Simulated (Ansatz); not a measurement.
Reaction (hydrogenolysis of a C–Br bond): `[GeH3]/[CH]=C\Br` + H₂ → `C=[CH][GeH3]` + HBr

Gas-phase electronic energies from Ansatz, PBE0-D4/def2-TZVP geometries. CCSD(T)/CBS adds triple-zeta CCSD(T) − MP2 to the extrapolated MP2 energy (def2 sets, frozen cores). This one scheme is used for every species. For Br, Ge outer-core shells are correlated without core-valence functions, which leaves a few kJ/mol of doubt a bond. Scalar relativity is left out up to krypton.

| species | CCSD(T)/CBS(def2) energy (Eh) |
| --- | --- |
| `[GeH3]/[CH]=C\Br` | -4728.50753 |
| H₂ | -1.17544 |
| `C=[CH][GeH3]` | -2155.78858 |
| HBr | -2573.91920 |

(1) Work out ΔE.

Largest T1 diagnostic among the species: 0.012.

Results:

(1) ΔE = (-2155.78858) + (-2573.91920) − (-4728.50753) − (-1.17544) = -0.02481 Eh = -0.68 eV.

In def2-TZVPP, CCSD(T) changes the Hartree–Fock value by +0.31 eV (the triples alone add +0.07 eV) and MP2 by +0.42 eV. From PBE to PBE0 (25 % exact exchange), in def2-TZVPP and without D4, ΔE moves by −0.08 eV.
